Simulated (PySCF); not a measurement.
silole cation (C4H6Si), SMILES C1C=C[SiH2]C=1 (connectivity only; charge and spin as stated), charge +1, multiplicity 2. Geometry optimised at PBE-D3(BJ)/def2-SVP. The multiplicity is an assumed one; no other spin state was optimised.

Calculation: PBE-D3(BJ)/def2-SVP in PySCF.

Harmonic wavenumbers (cm⁻¹): 129, 318, 445, 481, 581, 590, 654, 704, 712, 798, 805, 850, 905, 990, 1005, 1062, 1100, 1252, 1326, 1421, 1461, 2205, 2224, 3117, 3126, 3137, 3140. Rotational constants (GHz): 6.875, 4.484, 2.811; symmetry number 2.

### Question
Work out the zero-point energy and the ideal-gas rigid-rotor harmonic-oscillator thermochemistry at 298.15 K and 1 atm.

### Answer
ZPE = ½ Σ hcν = ½ × 34537 cm⁻¹ = 206.58 kJ/mol. H − E(el) = 223.62 kJ/mol. Entropy in J/(mol K): translation 163.73, rotation 101.85, vibration 36.98, spin 5.76, total 308.33. G − E(el) = 131.69 kJ/mol. Cp = 96.52 J/(mol K). Modes under 150 cm⁻¹ make the vibrational entropy uncertain.
